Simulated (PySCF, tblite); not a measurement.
Parent: `[CH3:1][C:2](=[O:3])[c:4]1[cH:5][o:6][cH:7][p:8]1` with C1–C2–C4–C5 180°, C5H5O2P.

Structures optimised with GFN2-xTB, isolated species. One conformer each, not checked by frequencies here.

```csv
coordinate of the parent,value
C1–C2,1.505 Å
C2=O3,1.210 Å
C2–C4,1.471 Å
C4–C5,1.370 Å
C5–O6,1.320 Å
O6–C7,1.342 Å
C7–P8,1.707 Å
C4–P8,1.783 Å
C1–C2–O3,123.5°
C1–C2–C4,114.9°
O3–C2–C4,121.7°
C2–C4–C5,123.1°
C2–C4–P8,127.0°
C5–C4–P8,109.9°
C4–C5–O6,115.7°
C5–O6–C7,111.3°
O6–C7–P8,116.1°
C4–P8–C7,87.0°
```

How does the shared frame change in `[CH3:1][C:2](=[O:3])[c:4]1[p:5][cH:6][o:7][c:8]1[CH3:9]` with C1–C2–C4–P5 0°, C6H7O2P? Atoms pair as C1 = C1, C2 = C2, O3 = O3, C4 = C4, C5 = C8, O6 = O7, C7 = C6, P8 = P5 (parent first).

| parent | relative | value in the relative | change |
| --- | --- | --- | --- |
| C1–C2 | C1–C2 | 1.507 Å | +0.002 |
| C2=O3 | C2=O3 | 1.213 Å | +0.003 |
| C2–C4 | C2–C4 | 1.465 Å | -0.006 |
| C4–C5 | C4–C8 | 1.379 Å | +0.009 |
| C5–O6 | C8–O7 | 1.329 Å | +0.009 |
| O6–C7 | O7–C6 | 1.344 Å | +0.002 |
| C7–P8 | C6–P5 | 1.703 Å | -0.004 |
| C4–P8 | C4–P5 | 1.784 Å | +0.001 |
| C1–C2–O3 | C1–C2–O3 | 122.7° | -0.8 |
| C1–C2–C4 | C1–C2–C4 | 115.0° | +0.1 |
| O3–C2–C4 | O3–C2–C4 | 122.3° | +0.6 |
| C2–C4–C5 | C2–C4–C8 | 123.8° | +0.7 |
| C2–C4–P8 | C2–C4–P5 | 125.9° | -1.1 |
| C5–C4–P8 | C8–C4–P5 | 110.4° | +0.5 |
| C4–C5–O6 | C4–C8–O7 | 114.4° | -1.3 |
| C5–O6–C7 | C8–O7–C6 | 112.0° | +0.7 |
| O6–C7–P8 | O7–C6–P5 | 116.0° | -0.1 |
| C4–P8–C7 | C4–P5–C6 | 87.1° | +0.1 |

Of the parent's bonds, C4–C5 and C5–O6 change most and about equally (+0.009 Å). Bonds of the relative outside the shared frame: C8–C9 1.484 Å. Point group Cs → Cs.

How does the shared frame change in `[cH:1]1[cH:2][cH:3][c:4](-[c:5]2[cH:6][o:7][cH:8][p:9]2)[cH:10][cH:11]1` with C3–C4–C5–C6 -19°, C9H7OP? Atoms pair as C4 = C5, C5 = C6, O6 = O7, C7 = C8, P8 = P9 (parent first).

| parent | relative | value in the relative | change |
| --- | --- | --- | --- |
| C4–C5 | C5–C6 | 1.366 Å | -0.004 |
| C5–O6 | C6–O7 | 1.331 Å | +0.011 |
| O6–C7 | O7–C8 | 1.337 Å | -0.005 |
| C7–P8 | C8–P9 | 1.707 Å | 0.000 |
| C4–P8 | C5–P9 | 1.787 Å | +0.004 |
| C5–C4–P8 | C6–C5–P9 | 109.5° | -0.4 |
| C4–C5–O6 | C5–C6–O7 | 116.0° | +0.3 |
| C5–O6–C7 | C6–O7–C8 | 111.1° | -0.2 |
| O6–C7–P8 | O7–C8–P9 | 116.2° | +0.1 |
| C4–P8–C7 | C5–P9–C8 | 87.3° | +0.3 |

Of the parent's bonds, C5–O6 changes most (+0.011 Å). Bonds of the relative outside the shared frame: C1–C2 1.385, C2–C3 1.382, C3–C4 1.395, C4–C5 1.457, C4–C10 1.394, C10–C11 1.381, C1–C11 1.385 Å. Point group Cs → C1.

How does the shared frame change in `[CH3:1][O:2][c:3]1[cH:4][o:5][cH:6][p:7]1` with C1–O2–C3–C4 180°, C4H5O2P? Atoms pair as C4 = C3, C5 = C4, O6 = O5, C7 = C6, P8 = P7 (parent first).

| parent | relative | value in the relative | change |
| --- | --- | --- | --- |
| C4–C5 | C3–C4 | 1.366 Å | -0.004 |
| C5–O6 | C4–O5 | 1.335 Å | +0.015 |
| O6–C7 | O5–C6 | 1.331 Å | -0.011 |
| C7–P8 | C6–P7 | 1.710 Å | +0.003 |
| C4–P8 | C3–P7 | 1.786 Å | +0.003 |
| C5–C4–P8 | C4–C3–P7 | 110.5° | +0.6 |
| C4–C5–O6 | C3–C4–O5 | 114.9° | -0.8 |
| C5–O6–C7 | C4–O5–C6 | 111.5° | +0.2 |
| O6–C7–P8 | O5–C6–P7 | 116.5° | +0.4 |
| C4–P8–C7 | C3–P7–C6 | 86.6° | -0.4 |

Of the parent's bonds, C5–O6 changes most (+0.015 Å). Bonds of the relative outside the shared frame: C1–O2 1.406, O2–C3 1.353 Å. Point group Cs → Cs.

How does the shared frame change in `[CH3:1][CH2:2][c:3]1[cH:4][o:5][cH:6][p:7]1` with C1–C2–C3–C4 112°, C5H7OP? Atoms pair as C1 = C1, C2 = C2, C4 = C3, C5 = C4, O6 = O5, C7 = C6, P8 = P7 (parent first).

| parent | relative | value in the relative | change |
| --- | --- | --- | --- |
| C1–C2 | C1–C2 | 1.528 Å | +0.023 |
| C2–C4 | C2–C3 | 1.495 Å | +0.024 |
| C4–C5 | C3–C4 | 1.358 Å | -0.012 |
| C5–O6 | C4–O5 | 1.336 Å | +0.016 |
| O6–C7 | O5–C6 | 1.337 Å | -0.005 |
| C7–P8 | C6–P7 | 1.707 Å | 0.000 |
| C4–P8 | C3–P7 | 1.782 Å | -0.001 |
| C1–C2–C4 | C1–C2–C3 | 110.8° | -4.1 |
| C2–C4–C5 | C2–C3–C4 | 125.3° | +2.2 |
| C2–C4–P8 | C2–C3–P7 | 124.8° | -2.2 |
| C5–C4–P8 | C4–C3–P7 | 109.8° | -0.1 |
| C4–C5–O6 | C3–C4–O5 | 116.0° | +0.3 |
| C5–O6–C7 | C4–O5–C6 | 110.8° | -0.5 |
| O6–C7–P8 | O5–C6–P7 | 116.2° | +0.1 |
| C4–P8–C7 | C3–P7–C6 | 87.2° | +0.2 |

Of the parent's bonds, C1–C2 and C2–C4 change most and about equally (+0.023 to +0.024 Å). Point group Cs → C1.

All values are computed, not measured.
